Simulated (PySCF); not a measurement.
Curvature of the energy in the electron number along the second row, charge +1

Calculated with PySCF 2.14, in aug-cc-pVTZ-DK, spin-free X2C, aug-cc-pVTZ, non-relativistic: one orbital is emptied in steps, and each cell gives the departure of E from the straight line at half an electron, in eV (from a cubic fit). The exact functional gives zero.

```tsv
species	orbital	LDA	PBE	PBE0	BHandHLYP	LC-wPBE	UHF
Be⁺	2s alpha	-0.92	-0.96	-0.70	-0.54	-0.07	0.00
C⁺	2p alpha	-1.76	-1.74	-1.26	-0.80	-0.51	0.17
N⁺	2p alpha	-2.04	-1.98	-1.42	-0.86	-0.70	0.28
O⁺	2p alpha	-2.32	-2.24	-1.58	-0.93	-0.91	0.38
F⁺	2p beta	-2.29	-2.24	-1.55	-0.90	-0.89	0.51
Ne⁺	2p beta	-2.57	-2.47	-1.69	-0.94	-1.09	0.65
```

Q: How does the mean departure depend on the functional?

A: LDA -1.98 eV; PBE -1.94 eV; PBE0 -1.37 eV; BHandHLYP -0.83 eV; LC-wPBE -0.70 eV; UHF 0.33 eV. Semilocal functionals are convex (delocalisation error), Hartree-Fock is concave or straight, and exact exchange removes curvature roughly in proportion to its share, so among the functionals the range-separated hybrids usually come closest to zero.
